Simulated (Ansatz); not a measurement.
`C[SiH](N)CN` + H–F → `NC[SiH](N)F` + CH₄  (ligand exchange at the Si–C bond)

Isolated molecules relaxed with PBE0-D4/def2-TZVP in Ansatz; ΔE leaves out vibrations. CCSD(T)/CBS is the MP2 limit (def2-TZVPP, def2-QZVPP) plus CCSD(T) − MP2 in def2-TZVPP, frozen cores. This one scheme is used for every species. Functionals use def2-TZVPP. B3LYP here is the variant with VWN-RPA as its local correlation; programs differ in this. Each species was taken in one conformer, which may not be the lowest.

CCSD(T)/CBS gives -162.3 kJ/mol.

Task: Another level gave -155.7 kJ/mol. Which?
A. B3LYP/def2-TZVPP
B. r2SCAN-D4/def2-TZVPP
C. PBE-D4/def2-TZVPP
D. PBE0/def2-TZVPP

Result: C. PBE-D4 -155.7, B3LYP -177.6, r2SCAN-D4 -169.5, PBE0 -161.5 kJ/mol.

Largest T1 diagnostic among the species: 0.010.

In def2-TZVPP, CCSD(T) changes the Hartree–Fock value by +25.9 kJ/mol (the triples alone add +3.1 kJ/mol) and MP2 by +26.9 kJ/mol. The D4 term adds +7.8 kJ/mol with B3LYP and +4.5 kJ/mol with PBE0; it sums over pairs of atoms, weighted by their polarisabilities, and B3LYP, whose exchange is more repulsive, gets the larger term.
